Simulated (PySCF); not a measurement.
## Basis-set dependence of population analyses: `C#CC(=C)/C=C/F`

Compound: C6H5F.
Cartesian coordinates in Å at the PBE0-D3(BJ)/def2-SVP level; atoms count from 1:
```
atom  x, y, z in Å
C1    -1.9730    0.4245   -1.4103
C2    -1.1879    0.0419   -0.5685
C3    -0.2405   -0.3907    0.4185
C4    -0.6211   -1.2306    1.4044
C5     1.1320    0.1078    0.3249
C6     1.5604    0.9360   -0.6302
F7     2.8144    1.3628   -0.6730
H8    -2.6806    0.7511   -2.1499
H9    -1.6468   -1.5957    1.4720
H10    0.0957   -1.5620    2.1594
H11    1.8425   -0.2212    1.0878
H12    0.9393    1.3264   -1.4417
```

PBE0 throughout (PySCF), one geometry, spherical d and f functions. Isolated species at its PBE0-D3(BJ)/def2-SVP geometry (one conformer only). The first 7 of 12 kinds of atom are listed.

Mulliken charges (e):

```json
{"basis": "STO-3G", "functions": "40", "C1": "-0.137", "C2": "-0.040", "C3": "-0.012", "C4": "-0.154", "C5": "-0.118", "C6": "+0.030", "F7": "-0.056"}
{"basis": "6-31G", "functions": "73", "C1": "-0.500", "C2": "+0.004", "C3": "+0.150", "C4": "-0.353", "C5": "-0.169", "C6": "+0.148", "F7": "-0.308"}
{"basis": "pcSseg-0", "functions": "73", "C1": "-0.286", "C2": "-0.061", "C3": "-0.196", "C4": "-0.310", "C5": "-0.245", "C6": "+0.191", "F7": "-0.346"}
{"basis": "6-31G*", "functions": "108", "C1": "-0.578", "C2": "+0.272", "C3": "+0.086", "C4": "-0.426", "C5": "-0.235", "C6": "+0.174", "F7": "-0.291"}
{"basis": "cc-pVDZ", "functions": "123", "C1": "-0.492", "C2": "+0.547", "C3": "-0.254", "C4": "+0.042", "C5": "-0.028", "C6": "+0.183", "F7": "-0.159"}
{"basis": "def2-SVP", "functions": "123", "C1": "-0.418", "C2": "+0.307", "C3": "-0.075", "C4": "-0.040", "C5": "-0.039", "C6": "+0.207", "F7": "-0.195"}
{"basis": "aug-cc-pVDZ", "functions": "206", "C1": "+0.576", "C2": "-0.161", "C3": "+0.873", "C4": "+0.622", "C5": "+0.982", "C6": "+0.423", "F7": "-0.511"}
{"basis": "6-311+G(2d,p)", "functions": "219", "C1": "-0.292", "C2": "+0.086", "C3": "+0.441", "C4": "-0.476", "C5": "-0.181", "C6": "-0.024", "F7": "-0.261"}
{"basis": "def2-TZVP", "functions": "247", "C1": "-0.115", "C2": "+0.026", "C3": "-0.009", "C4": "-0.311", "C5": "-0.233", "C6": "+0.085", "F7": "-0.171"}
{"basis": "cc-pVTZ", "functions": "280", "C1": "-0.222", "C2": "+0.061", "C3": "+0.028", "C4": "-0.274", "C5": "-0.165", "C6": "+0.109", "F7": "-0.152"}
{"basis": "IGLO-III", "functions": "295", "C1": "-0.153", "C2": "-0.133", "C3": "+0.173", "C4": "-0.272", "C5": "-0.119", "C6": "+0.134", "F7": "-0.224"}
{"basis": "pcSseg-2", "functions": "322", "C1": "-0.119", "C2": "-0.063", "C3": "+0.132", "C4": "-0.103", "C5": "-0.179", "C6": "+0.280", "F7": "-0.245"}
```

IAO charges (e):

```csv
basis,functions,C1,C2,C3,C4,C5,C6,F7
STO-3G,40,-0.158,-0.042,-0.041,-0.240,-0.199,+0.036,-0.070
6-31G,73,-0.223,-0.034,+0.003,-0.297,-0.200,+0.124,-0.237
pcSseg-0,73,-0.212,-0.033,-0.013,-0.277,-0.204,+0.132,-0.226
6-31G*,108,-0.221,-0.033,+0.001,-0.289,-0.206,+0.163,-0.244
cc-pVDZ,123,-0.228,-0.029,+0.004,-0.294,-0.208,+0.160,-0.244
def2-SVP,123,-0.221,-0.028,0.000,-0.282,-0.203,+0.163,-0.245
aug-cc-pVDZ,206,-0.237,-0.027,+0.007,-0.304,-0.205,+0.159,-0.260
"6-311+G(2d,p)",219,-0.237,-0.026,+0.006,-0.303,-0.204,+0.159,-0.261
def2-TZVP,247,-0.237,-0.026,+0.007,-0.303,-0.207,+0.164,-0.260
cc-pVTZ,280,-0.237,-0.026,+0.007,-0.304,-0.208,+0.163,-0.257
IGLO-III,295,-0.238,-0.026,+0.006,-0.304,-0.206,+0.161,-0.261
pcSseg-2,322,-0.237,-0.026,+0.006,-0.302,-0.207,+0.163,-0.261
```

Hirshfeld charges (e):

```
        basis  functions      C1      C2      C3      C4      C5      C6      F7
       STO-3G         40  -0.096  -0.057  +0.028  -0.053  -0.067  +0.049  -0.009
        6-31G         73  -0.109  -0.042  +0.022  -0.082  -0.070  +0.046  -0.085
     pcSseg-0         73  -0.101  -0.043  +0.020  -0.077  -0.074  +0.049  -0.074
       6-31G*        108  -0.112  -0.043  +0.017  -0.083  -0.074  +0.048  -0.073
      cc-pVDZ        123  -0.106  -0.039  +0.015  -0.083  -0.076  +0.045  -0.062
     def2-SVP        123  -0.105  -0.037  +0.014  -0.083  -0.076  +0.049  -0.070
  aug-cc-pVDZ        206  -0.102  -0.040  +0.005  -0.086  -0.077  +0.048  -0.079
6-311+G(2d,p)        219  -0.102  -0.042  +0.001  -0.081  -0.076  +0.050  -0.083
    def2-TZVP        247  -0.104  -0.039  +0.007  -0.085  -0.076  +0.049  -0.078
      cc-pVTZ        280  -0.105  -0.037  +0.010  -0.086  -0.076  +0.048  -0.074
     IGLO-III        295  -0.102  -0.039  +0.006  -0.086  -0.077  +0.049  -0.080
     pcSseg-2        322  -0.102  -0.038  +0.007  -0.087  -0.076  +0.049  -0.080
```

ESP-fitted charges (e):

```json
{"basis": "STO-3G", "functions": "40", "C1": "-0.232", "C2": "-0.095", "C3": "+0.242", "C4": "-0.346", "C5": "-0.317", "C6": "+0.118", "F7": "-0.053"}
{"basis": "6-31G", "functions": "73", "C1": "-0.389", "C2": "+0.001", "C3": "+0.216", "C4": "-0.463", "C5": "-0.397", "C6": "+0.202", "F7": "-0.200"}
{"basis": "pcSseg-0", "functions": "73", "C1": "-0.363", "C2": "-0.058", "C3": "+0.276", "C4": "-0.511", "C5": "-0.475", "C6": "+0.231", "F7": "-0.204"}
{"basis": "6-31G*", "functions": "108", "C1": "-0.388", "C2": "-0.025", "C3": "+0.267", "C4": "-0.503", "C5": "-0.369", "C6": "+0.097", "F7": "-0.124"}
{"basis": "cc-pVDZ", "functions": "123", "C1": "-0.369", "C2": "-0.052", "C3": "+0.266", "C4": "-0.469", "C5": "-0.380", "C6": "+0.118", "F7": "-0.133"}
{"basis": "def2-SVP", "functions": "123", "C1": "-0.366", "C2": "-0.055", "C3": "+0.272", "C4": "-0.466", "C5": "-0.392", "C6": "+0.148", "F7": "-0.150"}
{"basis": "aug-cc-pVDZ", "functions": "206", "C1": "-0.411", "C2": "-0.027", "C3": "+0.278", "C4": "-0.504", "C5": "-0.395", "C6": "+0.134", "F7": "-0.156"}
{"basis": "6-311+G(2d,p)", "functions": "219", "C1": "-0.421", "C2": "-0.027", "C3": "+0.290", "C4": "-0.527", "C5": "-0.387", "C6": "+0.105", "F7": "-0.152"}
{"basis": "def2-TZVP", "functions": "247", "C1": "-0.424", "C2": "-0.023", "C3": "+0.303", "C4": "-0.535", "C5": "-0.390", "C6": "+0.106", "F7": "-0.144"}
{"basis": "cc-pVTZ", "functions": "280", "C1": "-0.415", "C2": "-0.028", "C3": "+0.291", "C4": "-0.517", "C5": "-0.377", "C6": "+0.102", "F7": "-0.138"}
{"basis": "IGLO-III", "functions": "295", "C1": "-0.422", "C2": "-0.020", "C3": "+0.289", "C4": "-0.526", "C5": "-0.374", "C6": "+0.101", "F7": "-0.148"}
{"basis": "pcSseg-2", "functions": "322", "C1": "-0.423", "C2": "-0.022", "C3": "+0.301", "C4": "-0.535", "C5": "-0.395", "C6": "+0.125", "F7": "-0.157"}
```

**Question.** Which scheme is steadiest as the basis changes?

**Answer.** Largest range over the bases for any column: Hirshfeld 0.08 e, IAO 0.19 e, ESP-fitted 0.19 e, Mulliken 1.23 e. Hirshfeld charges move least and Mulliken charges most, counted in e. Without the minimal STO-3G basis the ranges are Hirshfeld 0.02, IAO 0.04, ESP-fitted 0.13, Mulliken 1.23 e.

**Question.** How much do the charges still move between the two largest bases, IGLO-III and pcSseg-2?

**Answer.** At most, over all atoms: Mulliken 0.169 e, IAO 0.002 e, Hirshfeld 0.002 e, ESP-fitted 0.024 e.

**Question.** What do the same runs give for the total energy, the frontier levels and the dipole moment?

**Answer.** 
```
        basis  energy (Eh)  HOMO (eV)  LUMO (eV)  μ (D)
       STO-3G    -326.7272      -4.28       1.68   0.23
        6-31G    -330.9102      -6.55      -1.02   1.36
     pcSseg-0    -330.2575      -6.82      -1.28   1.35
       6-31G*    -330.9790      -6.44      -0.93   0.91
      cc-pVDZ    -331.0097      -6.61      -1.14   0.88
     def2-SVP    -330.7461      -6.70      -1.23   0.97
  aug-cc-pVDZ    -331.0298      -6.79      -1.41   1.03
6-311+G(2d,p)    -331.0873      -6.81      -1.43   1.05
    def2-TZVP    -331.1177      -6.78      -1.36   0.97
      cc-pVTZ    -331.1064      -6.74      -1.30   0.93
     IGLO-III    -331.1230      -6.80      -1.41   1.01
     pcSseg-2    -331.1172      -6.81      -1.41   1.03
```

The dipole is fixed by the density alone, so its range of 1.13 D shows that the density itself changes with the basis, not only its division among atoms.
